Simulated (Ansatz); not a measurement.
Calculated with Ansatz (gas phase, PBE0-D4/def2-TZVP geometries, no zero-point term in ΔE). CCSD(T)/CBS is the MP2 limit (def2-TZVPP, def2-QZVPP) plus CCSD(T) − MP2 in def2-TZVPP, frozen cores. Functionals use def2-TZVPP. B3LYP here is the variant with VWN-RPA as its local correlation; programs differ in this. Each species was taken in one conformer, which may not be the lowest.

Consider the formal exchange of groups at the Si–C bond: `OC(F)(F)[SiH2]Cl` + `CNC(C)=O` → `CC(=O)N[SiH2]Cl` + `CC(O)(F)F`.

`OC(F)(F)[SiH2]Cl`:

Cartesian coordinates in Å:
```
O -1.014 1.022 -0.783
C 0.098 0.712 -0.087
F 0.138 1.416 1.083
F 1.218 1.121 -0.771
Si 0.242 -1.182 0.224
Cl -1.350 -1.790 1.344
H -1.059 1.982 -0.899
H 1.496 -1.411 0.972
H 0.231 -1.869 -1.084
```

`CNC(C)=O`:

```xyz
12

C     0.535    1.110   -1.444
N     0.163   -0.019   -0.632
C    -0.162    0.102    0.680
C    -0.528   -1.186    1.375
O    -0.161    1.166    1.267
H     0.507    1.992   -0.806
H    -0.161    1.251   -2.275
H     1.545    0.995   -1.846
H     0.137   -0.932   -1.048
H    -1.538   -1.087    1.777
H     0.147   -1.328    2.220
H    -0.484   -2.065    0.730
```

`CC(=O)N[SiH2]Cl`:

Cartesian coordinates in Å:
```
C 1.823 -0.896 -0.261
C 0.554 -0.352 0.322
O 0.261 -0.429 1.507
N -0.334 0.267 -0.497
Si -1.734 0.825 0.393
Cl -2.895 1.712 -1.070
H 1.599 -1.628 -1.040
H 2.407 -1.367 0.525
H 2.405 -0.091 -0.717
H -0.163 0.369 -1.484
H -1.398 1.876 1.369
H -2.524 -0.286 0.952
```

`CC(O)(F)F`:

Z-matrix (Å, degrees):
```
C
C 1 1.498
H 1 1.089 2 109.2
H 1 1.089 2 109.4 3 -120.1
H 1 1.089 2 109.4 3 120.1
O 2 1.354 1 111.3 3 180.0
F 2 1.366 1 110.6 3 -57.6
F 2 1.366 1 110.6 3 57.6
H 6 0.965 2 108.4 1 180.0
```

| level | ΔE (eV) |
| --- | --- |
| PBE0-D4 | -1.47 |
| B3LYP | -1.42 |

Question: What does CCSD(T)/CBS give? (Best estimate.)

Answer: The calculation gave: -1.58 eV. The listed levels differ from it by 0.11, 0.16 eV.

Largest T1 diagnostic among the species: 0.014.

From PBE to PBE0 (25 % exact exchange), in def2-TZVPP and without D4, ΔE moves by −0.12 eV.
